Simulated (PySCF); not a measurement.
Isomers of C3H7B. Gas-phase values, no solvent. One relaxed conformer stands for each flexible species; it need not be the lowest. Strings in code marks are SMILES.

Excitations are Tamm–Dancoff values on a coarser integration grid. The basis has no diffuse functions, so Rydberg states are missing or too high.

A: `B=C(C)C`
B: `C(=B\[H])/CC`
C: `C=C(C)B`
D: `B1[C@H](C1)C`

Q: Order them by T1 excitation (TDA) (lowest first) at the level PBE-D3(BJ)/def2-TZVP (PySCF 2.14.0).

A: A (2.11 eV), B (2.39 eV), D (3.07 eV), C (3.23 eV)
